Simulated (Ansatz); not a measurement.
The pair A = HCl (SMILES Cl) (first 2 atoms), B = H4OSi (SMILES O[SiH3]); geometry from B3LYP-D3(BJ)/def2-TZVP.
(charge 0, multiplicity 1):
```xyz
8

Cl    -0.822     0.455    -0.432
H     -0.726    -0.386     0.536
O      0.324    -0.269     4.848
Si     0.089     0.250     3.300
H      1.061    -0.855     5.035
H      1.306     0.871     2.729
H     -1.024     1.215     3.350
H     -0.290    -0.885     2.410
```

Frozen-core correlation. MP2 and its Hartree–Fock in aug-cc-pV(Q+d)Z, aug-cc-pV(T+d)Z are density fitted.

Codes used: Ansatz (Gaussian basis) for Hartree–Fock, density functionals and correlated methods. Values without a source in brackets are computed.

The counterpoise-corrected interaction energy is E(AB) − E(A in the pair's basis) − E(B in the pair's basis). Total energies (hartree):

| level | AB | A in the pair's basis | B in the pair's basis |
|---|---|---|---|
| HF/aug-cc-pV(T+d)Z | -826.3203522 | -460.1084475 | -366.2135938 |
| MP2/aug-cc-pV(T+d)Z | -826.9174794 | -460.3168978 | -366.5987085 |
| HF/aug-cc-pV(Q+d)Z | -826.3326991 | -460.1117756 | -366.2226023 |
| MP2/aug-cc-pV(Q+d)Z | -826.9720648 | -460.3372476 | -366.6327903 |
| MP2/aug-cc-pV(D+d)Z | -826.7523621 | -460.2579296 | -366.4931601 |
| CCSD(T)/aug-cc-pV(D+d)Z | -826.8112330 | -460.2804757 | -366.5296599 |

Q: Work out the counterpoise-corrected interaction energy at the basis-set limit: extrapolate the MP2 correlation part as X⁻³, take Hartree–Fock from the larger set, and add the CCSD(T) − MP2 difference of aug-cc-pV(D+d)Z.

A: 
1. Differences (1 hartree = 627.509 kcal/mol): HF/aug-cc-pV(T+d)Z 1.060; MP2/aug-cc-pV(T+d)Z -1.175; HF/aug-cc-pV(Q+d)Z 1.053; MP2/aug-cc-pV(Q+d)Z -1.272; MP2/aug-cc-pV(D+d)Z -0.798; CCSD(T)/aug-cc-pV(D+d)Z -0.689.
2. Correlation parts, MP2 less HF: -2.235 in aug-cc-pV(T+d)Z (X = 3), -2.325 in aug-cc-pV(Q+d)Z (X = 4).
3. Limit (4³·(-2.325) − 3³·(-2.235))/(4³ − 3³) = -2.391; with HF/aug-cc-pV(Q+d)Z it gives -1.338.
4. CCSD(T) less MP2 in aug-cc-pV(D+d)Z: 0.110.
Result: -1.23 kcal/mol, against -1.18 at MP2/aug-cc-pV(T+d)Z. It is an estimate of this method's limit, not of the exact value.

Ansatz is a quantum-chemistry and plane-wave program.
